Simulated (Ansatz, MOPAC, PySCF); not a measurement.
Dimer: HCl (SMILES Cl) (first 2 atoms) with C3H6 (SMILES C=CC); geometry from B3LYP-D3(BJ)/def2-TZVP, rigid monomers moved along the line of their centres of mass till H2···C3 is 2.11 Å.
(charge 0, multiplicity 1):
```xyz
11

Cl     0.24085     0.21109     0.53840
H      0.54917     0.09147     1.79287
C      1.14414    -0.50862     3.72200
C      0.23527     0.45094     3.87586
C     -1.24431     0.24416     3.87780
H      0.85567    -1.54644     3.59653
H      2.20465    -0.29220     3.73161
H      0.57547     1.47536     4.00365
H     -1.71636     0.81799     3.07557
H     -1.50286    -0.80681     3.74558
H     -1.68220     0.59408     4.81651
```

Interaction energies are E(AB) − E(A) − E(B) at the monomers' geometry in the complex; basis-set methods are counterpoise corrected.

Cores are frozen in the correlated methods. Rows in 6-31G* carry no dispersion term and start afresh at each structure (6-31G* with six Cartesian d functions). The state reached by PM6 isn't checked.

Run with Ansatz (a first-principles code); MOPAC for PM6 (differences of heats of formation); PySCF for 6-31G* rows, the dispersion terms. 

Problem. One of these levels gives -202.0 meV for the interaction energy. Which?
A) MP2/aug-cc-pV(D+d)Z
B) B3LYP/6-31G*
C) PBE-D3(BJ)/def2-TZVPPD
D) PM6

Solution. C, PBE-D3(BJ)/def2-TZVPPD. The others give -50.6 (PM6), -73.8 (B3LYP/6-31G*), -120.0 (MP2/aug-cc-pV(D+d)Z)
